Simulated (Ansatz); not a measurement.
Species: AlH2 (charge +1, singlet). 
Structure (B3LYP-D3(BJ)/def2-TZVP (Ansatz, a program for electronic structure) minimum search):
```
Al
H 1 1.5491
H 1 1.5491 2 180.00
```
Charge +1, spin multiplicity 1.

Basis-set convergence of Hartree-Fock and MP2 correlation energies (hartree) with Ansatz. Valence correlation only, unless marked. Spin-orbit coupling is left out. No relativistic terms.

```tsv
basis	functions	E(HF)	E(corr, MP2)
def2-SVPD	40	-242.70243	-0.05264
def2-TZVPPD	82	-242.78561	-0.06097
def2-QZVPPD	142	-242.79222	-0.06493
```

Extrapolating the two largest sets (X = 3 and 4) as X^-3: E(corr) = (64·(-0.06493) - 27·(-0.06097))/37 = -0.0678 Eh, an estimate of the basis-set limit. The largest set recovers 95.7 % of it, the smallest 77.6 %.
